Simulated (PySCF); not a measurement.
# Continuum solvent and chemical shifts

Molfile (atoms numbered from 1):
```
C5H12Si
     RDKit          3D

 18 18  0  0  0  0  0  0  0  0999 V2000
    2.4058    0.0596    0.0998 C   0  0  0  0  0  0  0  0  0  0  0  0
    1.3318   -0.8546   -0.4743 C   0  0  0  0  0  0  0  0  0  0  0  0
    0.0224   -0.1439   -0.7673 C   0  0  2  0  0  0  0  0  0  0  0  0
   -0.7481    0.4871    0.4288 C   0  0  0  0  0  0  0  0  0  0  0  0
   -2.2133    0.3816   -0.0691 C   0  0  0  0  0  0  0  0  0  0  0  0
   -1.6101   -1.0311   -1.1787 Si  0  0  0  0  0  4  0  0  0  0  0  0
    2.0800    0.5157    1.0481 H   0  0  0  0  0  0  0  0  0  0  0  0
    3.3403   -0.4879    0.3006 H   0  0  0  0  0  0  0  0  0  0  0  0
    2.6430    0.8809   -0.5958 H   0  0  0  0  0  0  0  0  0  0  0  0
    1.7049   -1.3252   -1.4005 H   0  0  0  0  0  0  0  0  0  0  0  0
    1.1432   -1.6868    0.2275 H   0  0  0  0  0  0  0  0  0  0  0  0
    0.1805    0.6394   -1.5326 H   0  0  0  0  0  0  0  0  0  0  0  0
   -0.4234    1.5036    0.7094 H   0  0  0  0  0  0  0  0  0  0  0  0
   -0.6110   -0.1498    1.3208 H   0  0  0  0  0  0  0  0  0  0  0  0
   -2.9813    0.2239    0.7004 H   0  0  0  0  0  0  0  0  0  0  0  0
   -2.4954    1.2620   -0.6686 H   0  0  0  0  0  0  0  0  0  0  0  0
   -2.0915   -1.1544   -2.5919 H   0  0  0  0  0  0  0  0  0  0  0  0
   -1.7092   -2.3747   -0.5232 H   0  0  0  0  0  0  0  0  0  0  0  0
  1  2  1  0
  2  3  1  0
  3  4  1  0
  4  5  1  0
  5  6  1  0
  6  3  1  0
  1  7  1  0
  1  8  1  0
  1  9  1  0
  2 10  1  0
  2 11  1  0
  3 12  1  6
  4 13  1  0
  4 14  1  0
  5 15  1  0
  5 16  1  0
  6 17  1  0
  6 18  1  0
M  END
```

GIAO PBE0/pcSseg-1 in PySCF 2.14 on one PBE0-D3(BJ)/def2-SVP conformer, non-relativistic, equivalent nuclei averaged. Solvents enter as an IEF-PCM continuum (chloroform with ε = 4.7, dimethylsulfoxide with ε = 46.8) around the gas-phase geometry. Shifts are referred to TMS computed in the same medium.

Gas phase, δ in ppm: C4 30.6, C2 29.4, C3 29.2, C1 15.6, C5 6.8, Si6 -22.3, H17 4.89, H18 4.52, H13 2.56, H14 1.67, H10 1.43, H12 1.38, H11 1.28, H16 1.07. Dipole moment 0.42 D.

Q: How does each δ change in the continuum?

A: 
```
atoms                                                environment  Δδ, chloroform  Δδ, dimethylsulfoxide
   C4                                          sp3 CH2 in a ring            +0.4                   +0.6
   C2                                                    sp3 CH2            +0.4                   +0.6
   C3                                        sp3 CH bonded to Si            +0.7                   +1.0
   C1                                              methyl carbon            +0.2                   +0.3
   C5                                       sp3 CH2 bonded to Si            +0.4                   +0.5
  Si6           silicon bonded to 2 C, 2 H, in a 4-membered ring             0.0                    0.0
  H17  hydrogen on a silicon bonded to 2 C, in a 4-membered ring           -0.06                  -0.08
  H18  hydrogen on a silicon bonded to 2 C, in a 4-membered ring           -0.09                  -0.13
  H13                           hydrogen on an sp3 CH2 in a ring           -0.01                  -0.02
  H14                           hydrogen on an sp3 CH2 in a ring           +0.05                  +0.07
  H10                                     hydrogen on an sp3 CH2           +0.01                  +0.01
  H12                         hydrogen on an sp3 CH bonded to Si           +0.09                  +0.13
  H11                                     hydrogen on an sp3 CH2            0.00                   0.00
  H16                        hydrogen on an sp3 CH2 bonded to Si           +0.05                  +0.08
```

Changes are relative to the gas phase. The dipole moment becomes 0.53 D in chloroform, 0.57 D in dimethylsulfoxide.

Q: Which nuclei move most (in ppm), and what does the model miss?

A: C3 (sp3 CH bonded to Si, +1.0 ppm) in dimethylsulfoxide. A continuum only polarises the solute; specific hydrogen bonds, the anisotropy of aromatic solvents and changes of geometry or conformer are outside it.
